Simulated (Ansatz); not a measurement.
[DyCl6]3- (DyCl₆³⁻), 7 atoms. Hardware: 4 threads of Arm Neoverse V2 on a shared host.

In the def2 sets Dy takes a core potential; there is no spin–orbit coupling. Correlated methods freeze 34 core orbitals; core or outer-core shells of Dy are correlated, in sets that lack core-valence functions. With an open 4f shell the SCF may have ended on a state above the lowest. A multiply charged anion in the gas phase is held together partly by the finite basis.

(1) How many basis functions does each of these Ansatz runs have, and roughly what does it cost? PBE0-D4/def2-SVP, charge -3 sextet, energy with a search over starts; MP2/def2-TZVP, charge -3 sextet, energy, from earlier orbitals; RPA@PBE/def2-TZVP, charge -3 sextet, energy, from earlier orbitals; PBE-D4/def2-TZVP, charge -3 sextet, energy and forces, from earlier orbitals; PBE0-D4/def2-SVP, charge -3 sextet, energy, from earlier orbitals; PBE0-D4/def2-TZVP, charge -3 sextet, energy, from earlier orbitals; PBE-D4/def2-SVP, charge -3 sextet, relaxation, 4 steps; PBE-D4/def2-SVP, charge -3 sextet, energy, from earlier orbitals; r2SCAN-D4/def2-TZVP, charge -3 sextet, energy, from earlier orbitals; PBE-QIDH/def2-TZVP, charge -3 sextet, energy, from earlier orbitals.

## Answers

(1) Other jobs shared the machine, so times can vary by a factor of up to 3.

| run | functions | fitting or Cholesky vectors | wall time | peak host memory (GiB) |
| --- | --- | --- | --- | --- |
| PBE-D4/def2-SVP, charge -3 sextet, energy, from earlier orbitals | 185 | 1900 | 49 s | 0.72 |
| PBE0-D4/def2-SVP, charge -3 sextet, energy, from earlier orbitals | 185 | 1738 | 1.8 min | 1.7 |
| MP2/def2-TZVP, charge -3 sextet, energy, from earlier orbitals | 314 | 2043 | 2.4 min | 2.5 |
| PBE-D4/def2-TZVP, charge -3 sextet, energy and forces, from earlier orbitals | 314 | 2372 | 2.4 min | 1.7 |
| PBE-D4/def2-SVP, charge -3 sextet, relaxation, 4 steps | 185 | 1900 | 2.6 min | 0.81 |
| RPA@PBE/def2-TZVP, charge -3 sextet, energy, from earlier orbitals | 314 | 2043 | 2.7 min | 1.4 |
| PBE0-D4/def2-TZVP, charge -3 sextet, energy, from earlier orbitals | 314 | 2043 | 3.6 min | 2.7 |
| r2SCAN-D4/def2-TZVP, charge -3 sextet, energy, from earlier orbitals | 314 | 2372 | 4.6 min | 1.9 |
| PBE0-D4/def2-SVP, charge -3 sextet, energy with a search over starts | 185 | 1738 | 7.9 min | 1.7 |
| PBE-QIDH/def2-TZVP, charge -3 sextet, energy, from earlier orbitals | 314 | 2043 | 9.4 min | 2.8 |
